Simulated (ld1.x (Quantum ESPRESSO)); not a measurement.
Ranking ultrasoft potentials for oxygen (O)

All share these settings but for the change named:

- Element: O
- Generator: ld1.x (Quantum ESPRESSO) 7.5
- Type: ultrasoft
- Functional: PBE
- Relativity: non-relativistic
- Frozen core: [He]
- Valence charge: 6
- Reference configuration: 2s2 2p4
- Partial waves: 2s (bound): rcut 0.55, rcutus 0.75 bohr; 2s channel at 1.35 Ry: rcut 0.55, rcutus 0.75 bohr; 2p (bound): rcut 1.65, rcutus 1.90 bohr; 2p channel at -0.25 Ry: rcut 1.65, rcutus 1.90 bohr
- Local potential: all-electron potential smoothed inside 1.00 bohr (lloc = -1)
- Core correction: a·sin(br)/r model core inside 0.70 bohr
- Augmentation charge: PSQ, radius 0.65 bohr

Cutoff: the first of the cutoffs (Ry, on a coarse ladder) from which the occupation-weighted sum of valence levels, in a spherical-Bessel basis at the reference potential, stays within 10 and 1 mRy of its value at 400 Ry; the density cutoff is not measured.

The base gives 55 Ry.

Of 8 variants that were run, those that failed, showed a ghost or another fault, or gave nearly equal values are left out.

A variant can come out equal or close to the base.

(1) Rank these variants from softest to hardest (loose cutoff).
A. all radii but the core radius scaled by about 1.40 (s 1.04, p 2.66 bohr, rcut 0.76/2.30); local potential all-electron potential smoothed inside 1.40 bohr (lloc = -1); augmentation PSQ, radius 0.90 bohr
B. all radii but the core radius scaled by about 1.12 (s 0.84, p 2.12 bohr, rcut 0.62/1.84); local potential all-electron potential smoothed inside 1.12 bohr (lloc = -1); augmentation PSQ, radius 0.72 bohr
C. all radii but the core radius scaled by about 1.03 (s 0.78, p 1.96 bohr, rcut 0.56/1.70); local potential all-electron potential smoothed inside 1.02 bohr (lloc = -1); augmentation PSQ, radius 0.66 bohr
D. all radii but the core radius scaled by about 0.95 (s 0.72, p 1.80 bohr, rcut 0.52/1.56); local potential all-electron potential smoothed inside 0.94 bohr (lloc = -1); augmentation PSQ, radius 0.62 bohr
E. all radii but the core radius scaled by about 1.30 (s 0.98, p 2.46 bohr, rcut 0.72/2.14); local potential all-electron potential smoothed inside 1.30 bohr (lloc = -1); augmentation PSQ, radius 0.84 bohr

Answers

(1) E (18 Ry), A (21 Ry), B (35 Ry), C (50 Ry), D (60 Ry).
